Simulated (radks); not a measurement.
Spherical quantum dot in the effective-mass picture: electrons in a parabolic well V = omega^2 r^2 / 2 with omega = 2.91, all in effective atomic units (hartree* = m*/eps^2 hartree, bohr* = eps/m* bohr), one dielectric constant everywhere. Method: non-relativistic Kohn-Sham, PBE, spin-polarised, spherical densities; computed with a radial shooting solver with Libxc functionals. Levels are named by radial order and angular momentum (1s, 1p, 1d, 2s, ...), and open shells are averaged over m.

N = 12, configuration 1s2 1p6 1d(up 4, down 0). This is the lowest configuration that the search found. Occupied and some empty levels:

level,occupation,eigenvalue (hartree*),<r> (bohr*)
1s up,1,14.930,0.8058
1s down,1,15.033,0.7926
1p up,3,16.909,1.031
1p down,3,17.074,1.024
1d up,4,19.052,1.199
1d down,0,19.245,1.198
2s up,0,19.339,1.079
2s down,0,19.463,1.087
1f up,0,21.331,1.338
1f down,0,21.528,1.342
2p up,0,21.732,1.236
2p down,0,21.845,1.242

Energy (hartree*): total 149.284, kinetic 35.326, external 61.677, Hartree 61.688, exchange-correlation -9.4071.
